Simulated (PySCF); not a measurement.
H₄HfO₄, SMILES [OH][Hf]([OH])([OH])[OH], multiplicity 1. Geometry: B3LYP-D3(BJ)/def2-SVP. The spin state was assumed, not searched. The isomer is the one that the SMILES or the coordinates give; other isomers of the formula were not compared. The def2 effective core potentials stand for the cores of Hf; spin–orbit coupling is left out. One conformer was computed; it need not be the lowest.

Give the equilibrium geometry at B3LYP-D3(BJ)/def2-SVP (PySCF confirms it by a frequency run) as Cartesian coordinates in Å, and its point group. (An estimate is asked for; the answer gives what the named calculation found.)

This is not unique; one that fits is point group Td.
```xyz
9

Hf     0.0000     0.0000     0.0000
O      1.1204     1.1204    -1.1204
H      1.6722     1.6722    -1.6722
O     -1.1204     1.1204     1.1204
H     -1.6722     1.6722     1.6722
O     -1.1204    -1.1204    -1.1204
H     -1.6722    -1.6722    -1.6722
O      1.1204    -1.1204     1.1204
H      1.6722    -1.6722     1.6722
```
